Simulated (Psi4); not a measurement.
trisilylphosphine (H9PSi3), singlet, geometry from GFN2-xTB; R2SCAN/cc-pVDZ (Psi4).

The Psi4 input:
```
memory 2 GB

molecule mol {
0 1
Si   -0.731504    1.823058   -0.407917
P     0.188212   -0.173504   -0.737277
Si    1.864737   -0.162405    0.722091
Si   -1.275283   -1.529703    0.242275
H     0.236601    2.814525   -0.869990
H    -1.054774    2.071249    1.000379
H    -1.955103    1.860164   -1.204897
H     2.822957    0.836621    0.255715
H     2.443405   -1.503574    0.709543
H     1.428875    0.171890    2.081382
H    -0.684659   -2.865665    0.231555
H    -2.496811   -1.479831   -0.557180
H    -1.574971   -1.136111    1.622375
}

set {
  basis cc-pvdz
  reference rks
}

energy('r2scan')
print_variables()
```

Task: What does Psi4 print? Leave out banner, timings and long lists.

Result: 
```
   => Loading Basis Set <=

    Name: CC-PVDZ
    Role: ORBITAL
    Keyword: BASIS

         ---------------------------------------------------------
                                   SCF
               by Justin Turney, Rob Parrish, Andy Simmonett
                          and Daniel G. A. Smith
                              RKS Reference
         ---------------------------------------------------------

  ==> Geometry <==

    Molecular point group: c1
    Full point group: C1

    Geometry (in Angstrom), charge = 0, multiplicity = 1:

       Center              X                  Y                   Z               Mass
    ------------   -----------------  -----------------  -----------------  -----------------
         SI          -0.739687115282     1.830601502923    -0.375861751072    27.976926534650
         P            0.180028884718    -0.165960497077    -0.705221751072    30.973761998420
         SI           1.856553884718    -0.154861497077     0.754146248928    27.976926534650
         SI          -1.283466115282    -1.522159497077     0.274330248928    27.976926534650
         H            0.228417884718     2.822068502923    -0.837934751072     1.007825032230
         H           -1.062957115282     2.078792502923     1.032434248928     1.007825032230
         H           -1.963286115282     1.867707502923    -1.172841751072     1.007825032230
         H            2.814773884718     0.844164502923     0.287770248928     1.007825032230
         H            2.435221884718    -1.496030497077     0.741598248928     1.007825032230
         H            1.420691884718     0.179433502923     2.113437248928     1.007825032230
         H           -0.692842115282    -2.858121497077     0.263610248928     1.007825032230
         H           -2.504994115282    -1.472287497077    -0.525124751072     1.007825032230
         H           -1.583154115282    -1.128567497077     1.654430248928     1.007825032230

  Running in c1 symmetry.

  Rotational constants: A =      0.07339  B =      0.07339  C =      0.04235 [cm^-1]
  Rotational constants: A =   2200.16089  B =   2200.16031  C =   1269.64400 [MHz]
  Nuclear repulsion =  347.688364284241175

  Charge       = 0
  Multiplicity = 1
  Electrons    = 66
  Nalpha       = 33
  Nbeta        = 33

  ==> Algorithm <==

  SCF Algorithm Type is DF.
  DIIS enabled.
  MOM disabled.
  Fractional occupation disabled.
  Guess Type is SAD.
  Energy threshold   = 1.00e-06
  Density threshold  = 1.00e-06
  Integral threshold = 1.00e-12

  ==> Primary Basis <==

  Basis Set: CC-PVDZ
    Blend: CC-PVDZ
    Number of shells: 59
    Number of basis functions: 117
    Number of Cartesian functions: 121
    Spherical Harmonics?: true
    Max angular momentum: 2

  ==> DFT Potential <==

   => LibXC <=

    Version 7.1.2
    S. Lehtola, C. Steigemann, M. J. T. Oliveira, and M. A. L. Marques,  SoftwareX 7, 1–5 (2018) (10.1016/j.softx.2017.11.002)

   => Composite Functional: R2SCAN <=

    r2SCAN Meta-GGA XC Functional  (0.1021/acs.jpclett.0c02405)
    J. W. Furness, A. D. Kaplan, J. Ning, J. P. Perdew, J. Sun  J. Phys. Chem. Lett.  11, 8208–8215, 2020

    Deriv               =              1
    GGA                 =           TRUE
    Meta                =           TRUE

    Exchange Hybrid     =          FALSE
    MP2 Hybrid          =          FALSE

   => Exchange Functionals <=

    1.0000   XC_MGGA_X_R2SCAN

   => Correlation Functionals <=

    1.0000   XC_MGGA_C_R2SCAN

   => LibXC Density Thresholds  <==

    XC_MGGA_C_R2SCAN:  1.00E-15
    XC_MGGA_X_R2SCAN:  1.00E-11

   => Molecular Quadrature <=

    Radial Scheme          =       TREUTLER
    Pruning Scheme         =           NONE
    Nuclear Scheme         =       TREUTLER

    Blocking Scheme        =         OCTREE
    BS radius alpha        =              1
    Pruning alpha          =              1
    Radial Points          =             75
    Spherical Points       =            302
    Total Points           =         277545
    Total Blocks           =           2095
    Max Points             =            256
    Max Functions          =            117
    Weights Tolerance      =       1.00E-15

   => Loading Basis Set <=

    Name: (CC-PVDZ AUX)
    Role: JKFIT
    Keyword: DF_BASIS_SCF

  ==> Integral Setup <==

  SCF_SUBTYPE=INCORE selected. In-core MEM_DF algorithm will be used.
  Using in-core AOs.

  ==> MemDFJK: Density-Fitted J/K Matrices <==

    J tasked:                   Yes
    K tasked:                    No
    wK tasked:                   No
    Algorithm:                 Core
    Schwarz Cutoff:           1E-12
    Mask sparsity (%):       2.2062
    Fitting Condition:        1E-10

   => Auxiliary Basis Set <=

  Basis Set: (CC-PVDZ AUX)
    Blend: CC-PVDZ-JKFIT
    Number of shells: 225
    Number of basis functions: 655
    Number of Cartesian functions: 745
    Spherical Harmonics?: true
    Max angular momentum: 3

  Minimum eigenvalue in the overlap matrix is 7.1133763489E-03.
  Reciprocal condition number of the overlap matrix is 1.5178751756E-03.
    Using symmetric orthogonalization.

  ==> Pre-Iterations <==

  SCF Guess: Superposition of Atomic Densities via on-the-fly atomic UHF (no occupation information).

   -------------------------
    Irrep   Nso     Nmo
   -------------------------
     A        117     117
   -------------------------
    Total     117     117
   -------------------------

  ==> Iterations <==

                           Total Energy        Delta E     RMS |[F,P]|

   @DF-RKS iter SAD: -1214.72554304916980   -1.21473e+03   0.00000e+00
   @DF-RKS iter   1: -1215.02183765890732   -2.96295e-01   2.92497e-03 ADIIS/DIIS
   @DF-RKS iter   2: -1215.05790400556657   -3.60663e-02   2.45229e-03 ADIIS/DIIS
   @DF-RKS iter   3: -1215.11726542365682   -5.93614e-02   5.77204e-04 ADIIS/DIIS
   @DF-RKS iter   4: -1215.12085596651059   -3.59054e-03   1.30076e-04 ADIIS/DIIS
   @DF-RKS iter   5: -1215.12101411381309   -1.58147e-04   4.28239e-05 DIIS
   @DF-RKS iter   6: -1215.12103377538210   -1.96616e-05   8.37271e-06 DIIS
   @DF-RKS iter   7: -1215.12103461201764   -8.36636e-07   1.44925e-06 DIIS
   @DF-RKS iter   8: -1215.12103463877020   -2.67526e-08   1.70416e-07 DIIS
  Energy and wave function converged.

  ==> Post-Iterations <==

   Electrons on quadrature grid:
      Ntotal   =   65.9999749001 ; deviation = -2.510e-05

    Orbital Energies [Eh]
    ---------------------

    Doubly Occupied:

[...]
    Virtual:

[...]
    Final Occupation by Irrep:
              A
    DOCC [    33 ]
    NA   [    33 ]
    NB   [    33 ]

  @DF-RKS Final Energy: -1215.12103463877020

   => Energetics <=

    Nuclear Repulsion Energy =            347.6883642842411746
    One-Electron Energy =               -2374.2824227132568922
    Two-Electron Energy =                 900.7782100333232620
    DFT Exchange-Correlation Energy =     -89.3051862430779835
    Empirical Dispersion Energy =           0.0000000000000000
    VV10 Nonlocal Energy =                  0.0000000000000000
    Total Energy =                      -1215.1210346387701975

Computation Completed

Properties will be evaluated at   0.000000,   0.000000,   0.000000 [a0]

Properties computed using the SCF density matrix

 Multipole Moments:

 ------------------------------------------------------------------------------------
     Multipole            Electronic (a.u.)      Nuclear  (a.u.)        Total (a.u.)
 ------------------------------------------------------------------------------------

 L = 1.  Multiply by 2.5417464519 to convert [e a0] to [Debye]
 Dipole X            :          0.9549323           -1.0206139           -0.0656816
 Dipole Y            :         -0.8802070            0.9408553            0.0606483
 Dipole Z            :         -3.7405629            3.9980169            0.2574540
 Magnitude           :                                                    0.2725341

 ------------------------------------------------------------------------------------

  Variable Map:
  ----------------------------------------------------------------------------
[...]
  Array Variable Map:
  ----------------------------------------------------------------------------
[...]
[...]
```
